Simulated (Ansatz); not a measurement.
Problem. Name a neutral molecule of B, C, O and H with HOMO–LUMO gap (PBE/def2-TZVPP) between 6.25 and 6.55 eV and size of the dipole moment (ωB97M-V/def2-TZVPP) between 1.30 and 1.60 D (Ansatz, PBE0-D4/def2-TZVP geometry).

Solution. `OCB(O)O` (6.31 eV, 1.38 D). Other molecules can fit too; these were computed, each in one conformer that needn't be the lowest.
